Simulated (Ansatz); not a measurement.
Reaction (redistribution): `BOC(C)[SiH3]` + `CO[SiH](F)S` → `CO[SiH]([SiH3])S` + `BOC(C)F`

Gas-phase electronic energies from Ansatz, PBE0-D4/def2-TZVP geometries. CCSD(T)/CBS is the MP2 limit (def2-TZVPP, def2-QZVPP) plus CCSD(T) − MP2 in def2-TZVPP, frozen cores. DFT in def2-TZVPP. Each species was taken in one conformer, which may not be the lowest.

| level | ΔE (kcal/mol) |
| --- | --- |
| PBE0 | 35.5 |
| HF/def2-QZVPP | 40.8 |
| SCS-MP2/def2-QZVPP | 43.2 |
| CCSD/CBS(def2) | 41.3 |

Task: What does CCSD(T)/CBS give? (Best estimate.)

Result: The calculation gave: +40.9 kcal/mol. The listed levels differ from it by -5.4, -0.1, 2.3, 0.4 kcal/mol.

Largest T1 diagnostic among the species: 0.013.

From PBE to PBE0 (25 % exact exchange), in def2-TZVPP and without D4, ΔE moves by +1.4 kcal/mol.
